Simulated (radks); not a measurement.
Problem. These are the eigenvalues of the occupied orbitals of an atom or ion with whole-number occupations (eV). Calculated with a radial shooting solver on a logarithmic mesh with Libxc functionals: Dirac Kohn-Sham, exchange-only PBE, spin-unpolarised, spherical densities, finite nucleus; Fermi nuclear charge, rms radius of each element as measured or else 0.836 A^(1/3) + 0.57 fm.

orbital  eigenvalue
1s1/2     -30417.29
2s1/2     -4739.967
2p1/2     -4443.318
2p3/2     -4191.446
3s1/2     -1033.591
3p1/2     -912.3865
3p3/2     -865.8003
3d3/2     -651.9385
3d5/2     -642.2392
4s1/2     -272.3424
4p1/2     -230.4028
4p3/2     -221.1594
4d3/2     -153.0950
4d5/2     -151.5781

Which element is it, and in what charge state? The configuration may be excited. Open shells, if any, fill j = l - 1/2 first.

Solution. Z = 51, antimony, charge +8: Sb8+ in [Kr] 4d7. The list shows which subshells hold electrons but not how many an open one holds; the 1s level, -1117.8 hartree, gives Z - s = 47.3 by -(Z - s)^2/2, which with screening and relativity narrows Z to a few neighbours, and the depths of the outer levels then fix element, charge and occupations together.
